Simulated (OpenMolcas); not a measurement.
Computed levels of 4s² 4p in ions with 31 electrons, in cm-1 above ²P°_1/2.

| Quantity | Value |
| --- | --- |
| Program | OpenMolcas 26.06 |
| Method | SS-CASPT2, IPEA 0.25 Eh, imaginary shift 0.1 Eh |
| Basis | ANO-RCC-VTZP |
| Scalar Hamiltonian | DKH2, point nucleus |
| Spin-orbit coupling | state interaction with AMFI integrals over the reference wave functions, term energies averaged over their components |

Active space for each ion: 1 electron in 3 orbitals (4p); closed shells correlated by CASPT2: 3d 4s.

```json
{"Level": "²P°_3/2", "As2+": "2666", "Br4+": "5679", "Kr5+": "7546"}
```

Q: Estimate ²P°_3/2 for Se3+ from its neighbours As2+ and Br4+.

A: ²P°_3/2 is fine structure, which grows about as the fourth power of a screened charge, so the fourth roots are averaged: ((2666^0.25 + 5679^0.25) / 2)^4 = 3961. The calculation gives 4014, so the estimate is off by -1.3 %; the measured value is 4376 (Moore, Atomic Energy Levels, vol. II, NSRDS-NBS 35 (1971 reprint of NBS Circular 467, 1952)).

With one active electron, CASPT2 adds the correlation within the correlated inactive shells and between them and that electron, and leaves the splitting within a term as the reference gives it. Measured partners are found by configuration, term and J. A level has none where our copy of the source lacks it or the pairing is in doubt (some pairs that miss far off the trend of their configuration count as doubtful), and it then counts in no deviation. Only configurations of the active space appear.

° marks odd parity.
